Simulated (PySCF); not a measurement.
**Trend along the second period: MSn molecules**

PBE0 with double-zeta basis sets in PySCF, for the lowest determinant that a PBE0 search found; no spin–orbit coupling. De refers to high-spin ground-configuration atoms. A positive dipole means M(−)Sn(+).

```tsv
M	basis	state (unpaired electrons)	Re (Å)	ωe (cm⁻¹)	De (eV)	μ (D)
Li	def2-SVP	quartet (σ ↑, π ↑↑)	2.577	369	1.48	-5.92
Be	x2c-SVPall	triplet (π ↑↑)	2.358	450	1.29	-1.37
B	def2-SVP	quartet (σ ↑, π ↑↑)	2.179	568	2.80	1.41
C	def2-SVP	triplet (σ ↑, π ↑)	2.021	632	3.10	2.38
N	aug-cc-pVDZ-PP/aug-cc-pVDZ	doublet (π ↑)	1.975	643	2.48	3.59
O	cc-pVDZ-PP/cc-pVDZ	singlet (closed shell)	1.842	855	4.96	3.88
F	x2c-SVPall	doublet (π ↑)	1.959	613	4.69	2.61
```

The shortest bond is that of SnO (1.842 Å), the longest that of LiSn (2.577 Å).

The rows differ in basis set, which adds steps of its own.

The state changes along the series, so neighbouring rows are not always alike in their bonding.

These are scalar-relativistic numbers at best; spin–orbit coupling would shift them, the dissociation energy most. States were picked by a PBE0 search and need not be the measured ground states.
